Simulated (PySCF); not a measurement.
Isomers of C8H10O2, mass 138.068 u with the commonest isotopes. Theory: PBE0/pcSseg-1 in PySCF (dipole) on a GFN2-xTB geometry, gas phase. One conformer each, none proved a minimum here; rigid rotors.

Question: Order these by radius of gyration √(Σ m r²/M), smallest first.
A. `[CH3:1][CH2:2][C:3]1([CH3:4])[C:5](=[O:6])[CH:7]=[CH:8][C:9]1=[O:10]` with C1–C2–C3–C4 180°
B. `[CH3:1][CH2:2][CH2:3][c:4]1[cH:5][cH:6][o:7][c:8](=[O:9])[cH:10]1` with C1–C2–C3–C4 68°, C2–C3–C4–C5 77°
C. `[CH3:1][O:2][c:3]1[cH:4][cH:5][cH:6][cH:7][c:8]1[O:9][CH3:10]` with C1–O2–C3–C4 0°, C7–C8–O9–C10 0°

Answer: A (1.988 Å), C (2.207 Å), B (2.300 Å).

Question: Order these by rotational constant A, largest first.
A. `[CH3:1][O:2][c:3]1[cH:4][cH:5][cH:6][cH:7][c:8]1[O:9][CH3:10]` with C1–O2–C3–C4 0°, C7–C8–O9–C10 0° (1,2-dimethoxybenzene)
B. `[CH3:1][CH2:2][C:3]1([CH3:4])[C:5](=[O:6])[CH:7]=[CH:8][C:9]1=[O:10]` with C1–C2–C3–C4 180°
C. `[CH3:1][CH2:2][CH2:3][c:4]1[cH:5][cH:6][o:7][c:8](=[O:9])[cH:10]1` with C1–C2–C3–C4 68°, C2–C3–C4–C5 77°

Answer: C (2426 MHz), A (1663 MHz), B (1610 MHz).

Question: Order these by dipole moment, largest first.
A. `[CH3:1][CH2:2][C:3]1([CH3:4])[C:5](=[O:6])[CH:7]=[CH:8][C:9]1=[O:10]` with C1–C2–C3–C4 180°
B. `[CH3:1][CH2:2][CH2:3][c:4]1[cH:5][cH:6][o:7][c:8](=[O:9])[cH:10]1` with C1–C2–C3–C4 68°, C2–C3–C4–C5 77°
C. `[CH3:1][O:2][c:3]1[cH:4][cH:5][cH:6][cH:7][c:8]1[O:9][CH3:10]` with C1–O2–C3–C4 0°, C7–C8–O9–C10 0°

Answer: B (5.39 D), A (1.28 D), C (0.17 D).

| SMILES | point group | Ia (u·Å²) | Ib (u·Å²) | Ic (u·Å²) | κ | μa (D) | μb (D) | μc (D) |
| --- | --- | --- | --- | --- | --- | --- | --- | --- |
| COc1ccccc1OC | C2v | 303.90 | 372.11 | 669.57 | 0.33 | 0.00 | 0.17 | 0.01 |
| CCC1(C)C(=O)C=CC1=O | Cs | 313.97 | 358.11 | 419.13 | 0.02 | 0.00 | 1.11 | 0.63 |
| CCCc1ccoc(=O)c1 | C1 | 208.32 | 569.26 | 682.66 | -0.83 | 4.34 | 3.20 | 0.19 |
